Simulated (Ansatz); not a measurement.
`CO[SiH](C)S` + `N[Si](F)(F)F` → `CN[Si](F)(F)F` + `C[SiH](O)S`  (substitution at a C–O bond)

Computed with Ansatz on PBE0-D4/def2-TZVP structures; ΔE is electronic, products minus reactants. CBS: MP2 limit from def2 TZ/QZ plus the TZ coupled-cluster correction, frozen cores. This one scheme is used for every species. Each species was taken in one conformer, which may not be the lowest.

| species | CCSD(T)/CBS(def2) energy (Eh) |
| --- | --- |
| `CO[SiH](C)S` | -843.02769 |
| `N[Si](F)(F)F` | -644.62042 |
| `CN[Si](F)(F)F` | -683.86577 |
| `C[SiH](O)S` | -803.78841 |

Task: Work out ΔE.

Result: ΔE = (-683.86577) + (-803.78841) − (-843.02769) − (-644.62042) = -0.00607 Eh = -15.9 kJ/mol.

Largest T1 diagnostic among the species: 0.011.

In def2-TZVPP, CCSD(T) changes the Hartree–Fock value by −3.5 kJ/mol (the triples alone add +0.2 kJ/mol) and MP2 by −5.1 kJ/mol.
